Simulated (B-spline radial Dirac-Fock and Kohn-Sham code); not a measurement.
# K-shell conversion coefficients of S against transition energy

Level of theory: a Dirac-Hartree-Slater potential of the neutral atom with a Latter tail (no hole, which puts coefficients of high multipoles low close above an edge), finite nucleus with surface currents; a radial finite-basis atomic code. Subshells within 1 keV of threshold and pair formation are left out.

```csv
energy (keV),E4,E5,M2,M3,M4,M5
11.6,1.93e+06,1.05e+08,159,10400,659000,4.21e+07
12,1.65e+06,8.80e+07,140,8870,552000,3.44e+07
13,1.12e+06,5.70e+07,103,6140,362000,2.14e+07
13.4,968000,4.83e+07,91.3,5340,308000,1.78e+07
14.6,634000,2.99e+07,65.7,3600,195000,1.06e+07
19.6,141000,5.39e+06,21.3,925,40000,1.74e+06
20,127000,4.78e+06,19.8,843,35800,1.53e+06
33.3,8140,205000,2.94,81.2,2250,62600
33.7,7620,190000,2.82,76.9,2110,58100
50,844,15200,0.671,12.9,250,4880
55.2,483,8020,0.471,8.31,147,2630
100,16.6,167,0.0593,0.619,6.51,68.8
200,0.343,1.97,0.00604,0.0353,0.207,1.22
203,0.316,1.79,0.00576,0.0333,0.193,1.12
213,0.243,1.33,0.00495,0.0275,0.153,0.857
260,0.0833,0.390,0.00267,0.0127,0.0605,0.289
340,0.0206,0.0795,0.00119,0.00466,0.0182,0.0708
500,0.00318,0.00945,0.000397,0.00120,0.00359,0.0107
559,0.00192,0.00532,0.000293,0.000827,0.00231,0.00642
722,0.000651,0.00155,0.000150,0.000365,0.000877,0.00210
724,0.000643,0.00153,0.000149,0.000362,0.000868,0.00207
936,0.000243,0.000506,7.90e-05,0.000168,0.000353,0.000734
1000,0.000193,0.000388,6.75e-05,0.000139,0.000283,0.000570
1080,0.000148,0.000288,5.64e-05,0.000112,0.000220,0.000428
1160,0.000117,0.000221,4.79e-05,9.24e-05,0.000175,0.000330
1710,3.77e-05,6.10e-05,2.07e-05,3.43e-05,5.59e-05,9.03e-05
1920,2.80e-05,4.35e-05,1.63e-05,2.61e-05,4.09e-05,6.35e-05
1960,2.66e-05,4.10e-05,1.57e-05,2.49e-05,3.88e-05,5.98e-05
2000,2.53e-05,3.88e-05,1.51e-05,2.37e-05,3.68e-05,5.63e-05
```

Problem. How fast do they fall between 1920 and 2000 keV?

Solution. As powers of the energy: E4 E^-2.49, E5 E^-2.81, M2 E^-1.98, M3 E^-2.30, M4 E^-2.62, M5 E^-2.94. Within one type (E or M) the higher multipoles fall faster.

Values without a named source are computed, but for edge energies of neutral atoms, which are taken from tables.
